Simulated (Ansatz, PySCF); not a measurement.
Species: sum formula HB₂O₂, net charge 1, singlet state. It need not be the lowest isomer of its formula. 
Coordinates optimised at B3LYP-D3(BJ)/def2-TZVP (Ansatz, a quantum-chemistry and plane-wave program):
```xyz
5

O      0.0000     0.0000    -1.9166
B      0.0000     0.0000    -0.7007
B      0.0000     0.0000     0.9380
O      0.0000     0.0000     2.1292
H      0.0000     0.0000    -2.8868
```
Charge +1, spin multiplicity 1.

Wanted: vertical ionisation energy (to the doublet state of charge +2; each state is the SCF solution reached for its spin), in eV. Cores are frozen in the correlated levels unless marked. UHF or UKS for open shells. Spin-orbit coupling is left out. No relativistic terms. 

| level | program | vertical ionisation energy (eV) |
|---|---|---|
| SVWN5/def2-TZVPD | Ansatz | 19.57 |
| PBE/def2-TZVPD | Ansatz | 19.16 |
| r2SCAN/def2-TZVPD | Ansatz | 18.96 |
| B3LYP/def2-TZVPD | Ansatz | 19.03 |
| PBE0/def2-TZVPD | Ansatz | 18.90 |
| BHLYP/def2-TZVPD | Ansatz | 18.51 |
| CAM-B3LYP/def2-TZVPD | Ansatz | 19.00 |
| wB97M-V/def2-TZVPD | Ansatz | 18.89 |
| wB97X-V/def2-TZVPD | Ansatz | 18.89 |
| CCSD/aug-cc-pVDZ | Ansatz | 18.78 |
| CCSD(T)/aug-cc-pVDZ | Ansatz | 18.93 |

For comparison, minus the highest occupied orbital energy (PySCF): 14.77 eV at TPSS/def2-TZVPD, 14.85 eV at M06-L/def2-TZVPD, 16.98 eV at MN15/def2-TZVPD.
